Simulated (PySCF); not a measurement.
C3H5O2, SMILES CCO[C]=O, multiplicity 2. Atoms are numbered in the order given.

```xyz
10

C     -1.7712    -0.1441     0.1013
C     -0.4931    -0.7491     0.6244
O      0.5301     0.2635     0.8161
C      1.2054     0.6329    -0.2371
O      1.1423     0.2690    -1.3649
H     -1.6227     0.2830    -0.9009
H     -2.1368     0.6452     0.7741
H     -2.5471    -0.9211     0.0275
H     -0.6248    -1.1936     1.6196
H     -0.0935    -1.5117    -0.0614
```
Charge 0, spin multiplicity 2.

Geometry: PBE0-D3(BJ)/def2-SVP. The isomer is the one that the SMILES or the coordinates give; other isomers of the formula were not compared. The values are those of a single conformer.

Calculation: TDA-PBE/def2-SVPD in PySCF.

Vertical excitations. Isolated molecule, no solvent.

Computed lowest excited states:
```json
[
 {"state": "root 1", "energy (eV)": "4.11", "λ (nm)": "302", "f": "0.006", "main pairs": "α HOMO→LUMO 97 %"},
 {"state": "root 2", "energy (eV)": "4.56", "λ (nm)": "272", "f": "0.000", "main pairs": "β HOMO→LUMO 98 %"},
 {"state": "root 3", "energy (eV)": "4.95", "λ (nm)": "250", "f": "0.006", "main pairs": "β HOMO−1→LUMO 95 %"},
 {"state": "root 4", "energy (eV)": "5.14", "λ (nm)": "241", "f": "0.001", "main pairs": "α HOMO→LUMO+1 100 %"},
 {"state": "root 5", "energy (eV)": "5.60", "λ (nm)": "221", "f": "0.006", "main pairs": "β HOMO−2→LUMO 95 %"},
 {"state": "root 6", "energy (eV)": "5.89", "λ (nm)": "211", "f": "0.003", "main pairs": "α HOMO→LUMO+2 100 %"},
 {"state": "root 7", "energy (eV)": "6.23", "λ (nm)": "199", "f": "0.007", "main pairs": "α HOMO→LUMO+3 98 %"},
 {"state": "root 8", "energy (eV)": "6.41", "λ (nm)": "193", "f": "0.016", "main pairs": "α HOMO→LUMO+4 11 %, β HOMO−3→LUMO 85 %"},
 {"state": "root 9", "energy (eV)": "6.52", "λ (nm)": "190", "f": "0.018", "main pairs": "α HOMO→LUMO+4 37 %, α HOMO−1→LUMO 11 %, β HOMO−4→LUMO 43 %"},
 {"state": "root 10", "energy (eV)": "6.61", "λ (nm)": "188", "f": "0.004", "main pairs": "α HOMO−1→LUMO 40 %, α HOMO→LUMO+4 22 %, β HOMO→LUMO+1 26 %"}
]
```
Unrestricted roots are not spin-pure.
